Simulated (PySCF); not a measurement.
CH7NSi2, SMILES C1N[SiH2][SiH2]1. Atoms are numbered in the order given.

```xyz
11

C     -1.2477    -0.7647     0.0000
N     -1.1361     0.7023     0.0000
Si     0.5416     1.1898     0.0000
Si     0.6504    -1.1501     0.0000
H     -1.7671    -1.1659    -0.8914
H     -1.7671    -1.1659     0.8914
H     -1.9886     1.2542     0.0000
H      1.0003     1.9675     1.1961
H      1.0003     1.9675    -1.1961
H      1.1366    -1.8704     1.2130
H      1.1366    -1.8704    -1.2130
```

Geometry optimised at B3LYP-D3(BJ)/def2-SVP. The structure was generated by enumeration, and PubChem lists no compound with its InChIKey, so it may never have been made.

Method: TDDFT-PBE/def2-SVPD run with PySCF 2.14.0.

Vertical excitations. Isolated molecule, no solvent. State labels are in the subgroup Cs.

**Question.** Give excitation energies, oscillator strengths and character. (The exact figures need the calculation; the answer reports its results.)

**Answer.** 
```json
[
 {"state": "S1", "symmetry": "A\"", "energy (eV)": "4.48", "λ (nm)": "277", "f": "0.001", "main pairs": "HOMO→LUMO 98 %"},
 {"state": "S2", "symmetry": "A\"", "energy (eV)": "4.77", "λ (nm)": "260", "f": "0.000", "main pairs": "HOMO→LUMO+1 98 %"},
 {"state": "S3", "symmetry": "A'", "energy (eV)": "5.40", "λ (nm)": "230", "f": "0.007", "main pairs": "HOMO→LUMO+2 98 %"},
 {"state": "S4", "symmetry": "A\"", "energy (eV)": "5.43", "λ (nm)": "228", "f": "0.005", "main pairs": "HOMO→LUMO+3 100 %"},
 {"state": "S5", "symmetry": "A'", "energy (eV)": "5.81", "λ (nm)": "214", "f": "0.087", "main pairs": "HOMO−1→LUMO 77 %, HOMO−1→LUMO+1 19 %"},
 {"state": "S6", "symmetry": "A'", "energy (eV)": "6.17", "λ (nm)": "201", "f": "0.126", "main pairs": "HOMO−1→LUMO+1 75 %, HOMO−1→LUMO 17 %"},
 {"state": "S7", "symmetry": "A\"", "energy (eV)": "6.24", "λ (nm)": "199", "f": "0.002", "main pairs": "HOMO→LUMO+5 100 %"},
 {"state": "S8", "symmetry": "A\"", "energy (eV)": "6.31", "λ (nm)": "196", "f": "0.008", "main pairs": "HOMO→LUMO+4 96 %"},
 {"state": "S9", "symmetry": "A'", "energy (eV)": "6.59", "λ (nm)": "188", "f": "0.030", "main pairs": "HOMO−2→LUMO 68 %, HOMO−1→LUMO+3 27 %"},
 {"state": "S10", "symmetry": "A\"", "energy (eV)": "6.60", "λ (nm)": "188", "f": "0.027", "main pairs": "HOMO−1→LUMO+2 88 %"},
 {"state": "T1", "symmetry": "A\"", "energy (eV)": "4.30", "λ (nm)": "288", "f": "0", "main pairs": "HOMO→LUMO 98 %"},
 {"state": "T2", "symmetry": "A\"", "energy (eV)": "4.65", "λ (nm)": "267", "f": "0", "main pairs": "HOMO→LUMO+1 98 %"},
 {"state": "T3", "symmetry": "A'", "energy (eV)": "4.95", "λ (nm)": "250", "f": "0", "main pairs": "HOMO→LUMO+2 99 %"},
 {"state": "T4", "symmetry": "A'", "energy (eV)": "5.12", "λ (nm)": "242", "f": "0", "main pairs": "HOMO−1→LUMO 95 %"}
]
```
Triplets are in the Tamm–Dancoff approximation, which puts them higher than full response would, so one can lie above its singlet here.
